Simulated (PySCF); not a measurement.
# Be⁺ (beryllium, charge +1): M06-L calculation

Configuration: [He] 2s1, 2S determinant. Calculation: PySCF 2.14, in 6-31G*; the non-relativistic Hamiltonian (point nucleus).

```json
{
 "Total energy": "-14.3326 hartree",
 "One-electron energy": "-17.6096 hartree",
 "Hartree (Coulomb) energy": "5.8408 hartree",
 "Exchange-correlation energy": "-2.5637 hartree",
 "Kinetic energy": "14.26143 hartree",
 "⟨S²⟩": "0.7500",
 "⟨L²⟩": "0.000",
 "Sum of ⟨r⟩": "3.102 bohr",
 "Sum of ⟨r²⟩": "6.498 bohr²",
 "Density at the nucleus (Gaussians lack the cusp)": "32.8 bohr⁻³",
 "Spin density at the nucleus": "0.711 bohr⁻³",
 "Langevin diamagnetic susceptibility": "-5.15 ×10⁻⁶ cm³/mol",
 "Time after the integrals": "0.05 s of wall time on 1 thread of Neoverse-V2 (shared host)"
}
```

| shell | electrons | mean orbital energy (hartree) | rms radius, mean of both spins (bohr) |
| --- | --- | --- | --- |
| 1s α | 1 | -4.41557 | 0.484 |
| 1s β | 1 | -4.40845 | 0.484 |
| 2s α | 1 | -0.52892 | 2.46 |
